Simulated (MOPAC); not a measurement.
MOPAC input (AM1):

```
AM1 FORCE THERMO(298,298) PRECISE LET UHF MS=0.5 GEO-OK AUX(PRECISION=9) THREADS=1
CH5O2Si

C    -1.69762269 1   -0.27344419 1    0.19484040 1
Si   -0.05592023 1    0.07141644 1   -0.40644368 1
O     0.81482418 1    1.39688733 1    0.34415317 1
O     1.03427215 1   -1.27745380 1   -0.15415571 1
H    -2.48498780 1   -0.04297774 1   -0.56234215 1
H    -1.94455817 1    0.31853536 1    1.10879957 1
H    -1.81239736 1   -1.35288134 1    0.46252923 1
H     0.41175572 1    1.80056702 1    1.10166227 1
H     1.94674411 1   -1.01881291 1   -0.09160771 1
```

Output:

```
 *******************************************************************************
 **                                                                           **
 **                              MOPAC v23.2.5                                **
 **                                                                           **
 *******************************************************************************
 ** MOPAC's Digital Object Identifier: https://doi.org/10.5281/zenodo.6511958 **
 **                                                                           **
 ** Please cite the open-source release paper for use of this MOPAC version:  **
 ** J. E. Moussa and J. J. P. Stewart (2026)                                  **
 ** MOPAC: An open-source semiempirical molecular orbital program             **
 ** J. Open Source Softw., 11(119), 8025, https://doi.org/10.21105/joss.08025 **
 *******************************************************************************

                              AM1 CALCULATION RESULTS

 *******************************************************************************
 *  AM1        - The AM1 Hamiltonian to be used
 *  GEO-OK     - OVERRIDE INTERATOMIC DISTANCE AND OTHER SAFETY CHECKS
 *  UHF        - UNRESTRICTED HARTREE-FOCK CALCULATION
 *  MS=        - IN MECI, MAGNETIC COMPONENT OF SPIN =  0.5
 *  LET        - OVERRIDE SOME SAFETY CHECKS
 *  PRECISE    - TIGHTER CRITERIA TO BE USED
 *  FORCE      - FORCE CALCULATION SPECIFIED
 *  AUX        - OUTPUT AUXILIARY INFORMATION
 *  THERMO     - THERMODYNAMIC QUANTITIES TO BE CALCULATED
 *******************************************************************************
AM1 FORCE THERMO(298,298) PRECISE LET UHF MS=0.5 GEO-OK AUX(PRECISION=9) THREADS=1
 CH5O2Si

   ATOM   CHEMICAL          X               Y               Z
  NUMBER   SYMBOL      (ANGSTROMS)     (ANGSTROMS)     (ANGSTROMS)

     1       C         -1.69762269  *  -0.27344419  *   0.19484040  *
     2      Si         -0.05592023  *   0.07141644  *  -0.40644368  *
     3       O          0.81482418  *   1.39688733  *   0.34415317  *
     4       O          1.03427215  *  -1.27745380  *  -0.15415571  *
     5       H         -2.48498780  *  -0.04297774  *  -0.56234215  *
     6       H         -1.94455817  *   0.31853536  *   1.10879957  *
     7       H         -1.81239736  *  -1.35288134  *   0.46252923  *
     8       H          0.41175572  *   1.80056702  *   1.10166227  *
     9       H          1.94674411  *  -1.01881291  *  -0.09160771  *

          CARTESIAN COORDINATES

    NO.       ATOM           X           Y           Z

     1         C         -1.6976     -0.2734      0.1948
     2        Si         -0.0559      0.0714     -0.4064
     3         O          0.8148      1.3969      0.3442
     4         O          1.0343     -1.2775     -0.1542
     5         H         -2.4850     -0.0430     -0.5623
     6         H         -1.9446      0.3185      1.1088
     7         H         -1.8124     -1.3529      0.4625
     8         H          0.4118      1.8006      1.1017
     9         H          1.9467     -1.0188     -0.0916

  H: (AM1): M.J.S. DEWAR ET AL, J. AM. CHEM. SOC. 107 3902-3909 (1985)
  C: (AM1): M.J.S. DEWAR ET AL, J. AM. CHEM. SOC. 107 3902-3909 (1985)
  O: (AM1): M.J.S. DEWAR ET AL, J. AM. CHEM. SOC. 107 3902-3909 (1985)
 Si: (AM1): M.J.S.DEWAR, C. JIE, ORGANOMETALLICS, 6, 1486-1490 (1987).
[...]
 FORCE CONSTANT      0.5038

 VIBRATION         17   17A          ATOM PAIR     ENERGY CONTRIBUTION    RADIAL
 FREQUENCY          3050.42         C 1 -- H 7         +68.0% ( 84.9%)     99.3%
 TRANSITION DIPOLE   0.3553         C 1 -- H 6         +19.5% ( 45.4%)     87.9%
 TRAVEL (Ang.)       0.2035         C 1 -- H 5         +11.7% ( 35.2%)     78.7%
 REDUCED MASS        0.5337         C 1 -- Si2          +0.8% (  9.5%)      0.0%
 EFFECTIVE MASS      1.4683
 FORCE CONSTANT      2.9260

 VIBRATION         18   18A          ATOM PAIR     ENERGY CONTRIBUTION    RADIAL
 FREQUENCY          3055.22         C 1 -- H 5         +51.0% ( 73.5%)     97.8%
 TRANSITION DIPOLE   0.2732         C 1 -- H 6         +46.8% ( 70.5%)     97.0%
 TRAVEL (Ang.)       0.2101         C 1 -- H 7          +1.3% ( 11.8%)     12.4%
 REDUCED MASS        0.4998         C 1 -- Si2          +0.8% (  9.4%)      0.0%
 EFFECTIVE MASS      1.4674
 FORCE CONSTANT      2.7489

 VIBRATION         19   19A          ATOM PAIR     ENERGY CONTRIBUTION    RADIAL
 FREQUENCY          3158.79         C 1 -- H 5         +37.2% ( 58.6%)     97.3%
 TRANSITION DIPOLE   0.2749         C 1 -- H 6         +33.0% ( 55.2%)     96.7%
 TRAVEL (Ang.)       0.2546         C 1 -- H 7         +29.6% ( 52.3%)     96.0%
 REDUCED MASS        0.3294         C 1 -- Si2          +0.2% (  4.1%)     99.4%
 EFFECTIVE MASS      1.1303
 FORCE CONSTANT      1.9364

 VIBRATION         20   20A          ATOM PAIR     ENERGY CONTRIBUTION    RADIAL
 FREQUENCY          3582.19         O 4 -- H 9         +99.4% ( 99.9%)     99.9%
 TRANSITION DIPOLE   0.8626         Si2 -- O 4          +0.4% (  6.2%)     17.3%
 TRAVEL (Ang.)       0.1412         O 3 -- H 8          +0.2% (  4.5%)    100.0%
 REDUCED MASS        0.9444
 EFFECTIVE MASS      1.3837
 FORCE CONSTANT      7.1398

 VIBRATION         21   21A          ATOM PAIR     ENERGY CONTRIBUTION    RADIAL
 FREQUENCY          3599.71         O 3 -- H 8         +99.4% ( 99.9%)     99.9%
 TRANSITION DIPOLE   0.6835         Si2 -- O 3          +0.4% (  6.2%)     22.3%
 TRAVEL (Ang.)       0.1408         O 4 -- H 9          +0.2% (  4.5%)     99.5%
 REDUCED MASS        0.9443
 EFFECTIVE MASS      1.3849
 FORCE CONSTANT      7.2097

      SYMMETRY NUMBER FOR POINT-GROUP C1  =  1

          SYSTEM IS A GROUND STATE

 CH5O2Si

          MOLECULE IS NOT LINEAR

          THERE ARE 21 GENUINE VIBRATIONS IN THIS SYSTEM
          THIS THERMODYNAMICS CALCULATION IS LIMITED TO
          MOLECULES WHICH HAVE NO INTERNAL ROTATIONS

                    CALCULATED THERMODYNAMIC PROPERTIES
                                          *
   TEMP. (K)   PARTITION FUNCTION   H.O.F.    ENTHALPY  HEAT CAPACITY ENTROPY
                                   KCAL/MOL   CAL/MOLE    CAL/K/MOL  CAL/K/MOL

 298.00  VIB.     0.4560D+02                  2572.2923    15.5172    16.2228
         ROT.     0.7468D+05                   888.2803     2.9808    25.2791
         INT.     0.3405D+07                  3460.5727    18.4980    41.5019
         TRA.     0.6549D+27                  1480.4672     4.9680    38.9419
         TOT.                     -140.552    4941.0398    23.4660    80.4438

   *: NOTE: HEATS OF FORMATION ARE RELATIVE TO THE
            ELEMENTS IN THEIR STANDARD STATE AT 298K
              (=  Standard Enthalpy of Formation).

            Hvib:  Zero-point energy is not included.
                   frequencies of less than zero cm-1 are not included.
            Hrot = (3/2)RT
            Htra = (3/2)RT + pV = (5/2)RT

            Heat capacity is Cp, not Cv

          For more information, see: HTTP://OpenMOPAC.net/Manual/thermochemistry.html

           FORCE CONSTANT IN CARTESIAN COORDINATES (Millidynes/A)

    ATOM   CHEMICAL       X               Y               Z
   NUMBER   SYMBOL  FORCE CONSTANT  FORCE CONSTANT  FORCE CONSTANT

      1       C        5.528721        7.208465        7.178603
      2      Si        4.853319        5.149888        3.808035
      3       O        3.811209        8.073687        0.198753
      4       O        6.803300        1.889208        3.474629
      5       H        1.291683        1.208961        4.084125
      6       H        1.266678        4.567090        0.716651
      7       H        1.225989        2.180755        3.136962
      8       H        2.548750        5.138857        0.102198
      9       H        6.032315        0.882316        0.862191

 **********************
 *                    *
 * JOB ENDED NORMALLY *
 *                    *
 **********************

 == MOPAC DONE ==
```
